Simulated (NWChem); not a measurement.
Molecule: SiAsH$_{3}$F$_{2}$; SMILES F[SiH](F)[AsH2]

```xyz
7

Si     0.3548     1.0036     0.0000
F     -0.3525     1.6642     1.3144
F     -0.3525     1.6642    -1.3144
As    -0.1150    -1.3147     0.0000
H      1.7904     1.4280     0.0000
H      0.9481    -1.5059    -1.1008
H      0.9481    -1.5059     1.1008
```
Atoms are numbered in this order, from 1.

Level: PBE-D3(BJ)/def2-SVP (NWChem), optimised geometry, unscaled harmonic frequencies. 

Q: List the harmonic frequencies with IR intensities, and the thermochemistry.

A: 
| frequency (cm⁻¹) | IR intensity (km/mol) |
|---|---|
| 105 | 0.2 |
| 139 | 2.0 |
| 181 | 7.0 |
| 303 | 19.3 |
| 368 | 12.3 |
| 586 | 3.8 |
| 609 | 10.1 |
| 782 | 154.3 |
| 794 | 6.2 |
| 842 | 240.3 |
| 938 | 141.5 |
| 951 | 17.0 |
| 2120 | 50.4 |
| 2136 | 68.6 |
| 2194 | 136.6 |

```yaml
zero_point_energy: 18.6 kcal/mol
thermal correction to the enthalpy at 298.15 K (with zero-point energy): 23.1 kcal/mol
heat capacity Cv: 19.8 cal/(mol K)
entropy at 298.15 K and 1 atm (symmetry number 1): 80.9 cal/(mol K)
dipole_moment: 1.85 D
```

Rigid rotor and harmonic oscillator.
